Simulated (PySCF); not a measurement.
Input of a run (PBE0-D3(BJ)/def2-SVP geometry optimisation, gas phase (PySCF 2.14.0)), started from GFN2-xTB:
```
{"job": {"xc": "PBE0", "basis": "def2-SVP", "d3": "d3bj", "grid": 1, "maxiter": 40, "shake": 0.03, "kind": "geom"}, "charge": 0, "multiplicity": 1}
Si     0.343490     0.522100     0.703980
C      0.320570     0.369530     2.557540
C      0.822530     1.257120     3.357990
H     -0.009350    -0.499210     2.981810
H      1.330850     2.147830     2.981610
H      0.893180     1.148120     4.449290
C      2.064830     0.818060    -0.005830
C      3.195880     0.462410     0.585900
H      2.123110     1.298340    -0.928300
H      3.120210    -0.015520     1.608840
H      4.102460     0.567240     0.190480
C     -0.662090     2.168720     0.249950
C     -1.717590     2.731660     0.946090
H     -0.475690     2.671170    -0.678460
H     -1.937300     2.228780     1.915550
H     -2.164820     3.640470     0.713110
N     -0.535630    -0.785640     0.140530
C     -0.741700    -1.270260    -1.198800
C      0.511850    -2.110040    -1.657380
C     -2.030820    -2.165560    -1.240510
C     -0.969170    -0.094540    -2.175330
H     -0.519070    -1.660540     0.759890
H      0.420010    -2.403150    -2.750730
H      1.389270    -1.448630    -1.624010
H      0.714920    -2.983750    -1.005660
H     -1.852870    -3.009130    -0.609470
H     -2.154090    -2.590090    -2.215940
H     -2.801400    -1.607030    -0.876710
H     -0.006840     0.485340    -2.219050
H     -1.755360     0.565320    -1.820970
H     -1.180790    -0.449860    -3.141910
```

Output (energies in Eh, forces in Eh/bohr):
```
step   0  E = -735.60999548  max force = 0.083518
step   1  E = -735.65502337  max force = 0.023035
step   2  E = -735.65746217  max force = 0.024604
step   3  E = -735.66273326  max force = 0.003145
step   4  E = -735.66294167  max force = 0.001301
step   5  E = -735.66310720  max force = 0.001303
step   6  E = -735.66326670  max force = 0.001425
step   7  E = -735.66338586  max force = 0.002074
step   8  E = -735.66343879  max force = 0.000733
step   9  E = -735.66347406  max force = 0.000348
step  10  E = -735.66348533  max force = 0.000244
optimisation converged
```

Problem. Summarise the run.

Solution. The energy falls by 1.456 eV over 11 energy and gradient evaluations, the largest force component goes from 0.0835 to 2.4e-04 Eh/bohr, and the atoms move by 0.189 Å rms after alignment. The bond that changes most is Si1–C12 (ends: silicon bonded to 3 C and N; carbon bonded to C, Si and H), which shortens by 0.104 Å. Bonds longer at the end by more than 0.005 Å: 15 of 30; shorter: 11. Among the angles that change most is H27–C20–H28, from 117.1° to 108.9°. Among the dihedrals that turn most is N17–Si1–C12–C13, from 82° to 101°. The energy never rose by more than 1e-6 Eh on the way. The first step brought 84 % of the lowering.

Problem. What are the final bond lengths?

Solution. Si1–C2 1.876 Å, Si1–C7 1.883 Å, Si1–C12 1.878 Å, Si1–N17 1.741 Å, C2–C3 1.338 Å, C2–H4 1.099 Å, C3–H5 1.096 Å, C3–H6 1.096 Å, C7–C8 1.338 Å, C7–H9 1.100 Å, C8–H10 1.096 Å, C8–H11 1.097 Å, C12–C13 1.338 Å, C12–H14 1.099 Å, C13–H15 1.096 Å, C13–H16 1.096 Å, N17–C18 1.459 Å, N17–H22 1.016 Å, C18–C19 1.534 Å, C18–C20 1.531 Å, C18–C21 1.527 Å, C19–H23 1.102 Å, C19–H24 1.101 Å, C19–H25 1.102 Å, C20–H26 1.102 Å, C20–H27 1.101 Å, C20–H28 1.100 Å, C21–H29 1.102 Å, C21–H30 1.100 Å, C21–H31 1.100 Å. Numbering counts from 1 in the input's order; the species is Si(vinyl)3(NHtBu) (`C=C[Si](C=C)(C=C)NC(C)(C)C`).

The run used 267 basis functions and 82 SCF cycles in all. On 2 threads, Intel Xeon 6975P-C (x86_64), shared host with 192 logical CPUs at a one-minute load of 31, this took 3.5 min wall, 8.4 min CPU and 2.1 GiB of memory at its peak.

Not checked by PBE0-D3(BJ)/def2-SVP frequencies. One conformer, not necessarily the lowest.
